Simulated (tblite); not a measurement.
GaI2 (SMILES [I][Ga+][I]), charge +1, singlet, at a GFN2-xTB geometry (such geometries of metal compounds can be far from the true shape); GFN1-xTB run with tblite.

tblite was given this input:
```
$ tblite run mol.xyz --method gfn1 --charge 1 --spin 0 --spin-polarized --json tblite.json --no-restart

# file mol.xyz
3

Ga     0.00000000     0.00000000     0.00000000
I      0.00000000     0.00000000     2.50445284
I     -0.00000000    -0.00000000    -2.50445284
```

What does tblite print? Leave out banner, timings and long lists.


```
xTB calculator
 | screened Coulomb repulsion
 | Coulomb electrostatics
 |  * isotropic Klopman-Ohno-Mataga-Nishimoto electrostatics
 |  * onsite third-order electrostatics
 | DFT-D3(BJ) dispersion correction
 | Interactions (1)
 | [1] spin polarization

halogen bonding energy    0.0000000000000E+00 Eh
repulsion energy          2.5803008025705E-02 Eh
dispersion energy        -1.2242358524746E-03 Eh
interaction energy        0.0000000000000E+00 Eh
number of electrons       1.6000000000000E+01 e
integral cutoff           4.0000000000000E+01 bohr

------------------------------------------------------------
  cycle        total energy    energy error   density error
------------------------------------------------------------
      1     -8.786068865937  -8.8106476E+00   2.6104913E-01
      2     -8.855997406481  -6.9928541E-02   1.6065824E-01
      3     -8.889472996292  -3.3475590E-02   8.1655343E-02
      4     -8.892325540530  -2.8525442E-03   1.9490742E-02
      5     -8.893320895058  -9.9535453E-04   1.2164003E-03
      6     -8.893325264701  -4.3696428E-06   2.1441899E-04
      7     -8.893325378524  -1.1382358E-07   6.6263961E-06
------------------------------------------------------------

electronic energy        -8.9179041506974E+00 Eh
total energy             -8.8933253785242E+00 Eh

Post processing:
 | Mayer-Wiberg bond orders

[Info] JSON dump of results written to 'tblite.json'
```
